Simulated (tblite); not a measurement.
Compound: CH₄N₂OSi (charge +1 and doublet state).
SMILES with atom numbers: `[N:1]#[C:2][Si@H:3]([NH2+:4])[OH:5]` (hydrogens: H6 on Si3; H7, H8 on N4; H9 on O5)

Structure optimised with GFN2-xTB, isolated species. This method treats the open shell by occupation alone, without spin polarisation.

Problem. List the bond lengths, angles and torsions at this level.

Solution. 
```
  bond  length (Å)   order
 N1≡C2       1.132  triple
C2–Si3       1.935  single
Si3–N4       1.710  single
Si3–O5       1.573  single
Si3–H6       1.459  single
 N4–H7       1.011  single
 N4–H8       1.012  single
 O5–H9       0.956  single
```

Orders are formal, as drawn. A selection of angles:
```
    angle  degrees
N1–C2–Si3    178.2
C2–Si3–N4     99.7
C2–Si3–O5    108.1
C2–Si3–H6    101.9
N4–Si3–O5    119.7
N4–Si3–H6    115.7
O5–Si3–H6    109.4
Si3–N4–H7    123.8
Si3–N4–H8    125.0
 H7–N4–H8    111.1
Si3–O5–H9    142.3
```

Dihedral angles: H9–O5–Si3–C2 98° (anticlinal).

N4 (nitrogen bonded to Si and 2 H) is planar (angles 125.0°, 123.8° and 111.1°, sum 360.0°, 0.01 Å off the plane of its three neighbours). Si3 (silicon bonded to C, N, O and H) is distorted tetrahedral (angles from 99.7° to 119.7°).

Point group: C1 (no symmetry element, even within 0.4 Å). Its GFN2-xTB frequencies are all real (lowest 93 cm⁻¹). Torsions: C2–Si3–N4–H 60° and -122°, C2–Si3–O5–H 98°. 2 starts were optimised and ended at 0.00 and 0.19 kcal/mol (GFN2-xTB); the lowest of these is shown.

On one thread, Arm Neoverse V2 (aarch64), shared host, this took 0.19 s. This is the geometry optimisation.

One conformer stands for the species.

The numbers are calculated, not measured.
